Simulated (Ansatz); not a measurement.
A search over several starts for the lowest SCF solution of FeNO₃H⁻, that is FeO3(NH) with one electron more at the given spin, in a small basis.

```yaml
crystal:
  periodic: [false, false, false]
  atoms:
    - {symbol: Fe, position_ang: [0.266042, 0.298437, 0.085122]}
    - {symbol: O, position_ang: [0.085162, 0.212817, 1.669030]}
    - {symbol: O, position_ang: [1.778961, 0.506603, -0.320477]}
    - {symbol: O, position_ang: [-0.659041, 1.481966, -0.455492]}
    - {symbol: N, position_ang: [-0.235804, -1.139979, -0.598396]}
    - {symbol: H, position_ang: [-1.235320, -1.359833, -0.379788]}
basis:
  gaussian: {orbitals: def2-SVP}
total_charge: -1
magnetization: {spin_polarized: true, initial_magnetization: 1}
hamiltonian: {xc: pbe0, dispersion: d4}
output: {orbitals: {seedname: orbitals}}
```

```sh
$ ansatz run in.yaml --threads 4 --pin off --events-out ev --progress --plain --max-ram 3916MiB
```

It prints (some lines left out):

```
Functional definition: PBE0
  name "PBE0"
  cite "Adamo & Barone, J. Chem. Phys. 110, 6158 (1999) doi:10.1063/1.478522"
  cite "Perdew, Burke & Ernzerhof, Phys. Rev. Lett. 77, 3865 (1996) doi:10.1103/PhysRevLett.77.3865"
  parent pbe
  parameter a = 0.25
  parameter kappa = 0.804
  parameter beta = 0.06672455060314922
  exchange = (1 - a)*pbe_x(kappa = kappa, mu = beta*pi^2/3) + a*exact_x
  correlation = pbe_c(beta = beta)
908 factors; integrals over basis functions are off by at most 8.5e-4 eV
mean field evaluation 1: about -41939.4891 eV, gradient 1.4e2 eV
mean field evaluation 2: about -41580.4736 eV, gradient 2.7e2 eV
mean field evaluation 4: about -41942.7001 eV, gradient 1.4e2 eV
mean field evaluation 8: about -42002.8935 eV, gradient 3.4e1 eV
mean field evaluation 16: about -42006.4043 eV, gradient 3.2e0 eV
mean field evaluation 32: about -41928.8802 eV, gradient 1.2e2 eV
mean field evaluation 64: about -41915.9209 eV, gradient 1.2e2 eV
mean field evaluation 96: about -41914.4822 eV, gradient 1.2e2 eV
mean field evaluation 128: about -42006.4806 eV, gradient 6.1e-3 eV
mean field evaluation 160: about -42006.4720 eV, gradient 6.0e-1 eV
mean field evaluation 192: about -41994.3614 eV, gradient 5.5e1 eV
mean field evaluation 224: about -42006.4806 eV, gradient 9.8e-5 eV
mean field evaluation 256: about -42006.4806 eV, gradient 1.6e-3 eV
mean field evaluation 288: about -42006.2056 eV, gradient 7.2e-1 eV
mean field -42006.48060129 eV, -1543.7096890821 hartree, gradient 6.4e-5 eV, S^2 1.506952; 10 other end points of the search recorded, 0 dependent functions left out
reference -42006.48065558 eV, -1543.7096910773 hartree; 30, 29 occupied and 62, 63 virtual orbitals, 908 factors
Total energy: -42006.61672140 eV, -1543.7146914038 hartree
```

It took 19 s on 4 threads of Arm Neoverse V1 on a shared host.

Other converged states that the search met: 0.27 eV higher (⟨S²⟩ = 1.40).

The charge -1 doublet is spin-contaminated (final ⟨S²⟩ up to 1.51, 0.75 for a pure state).
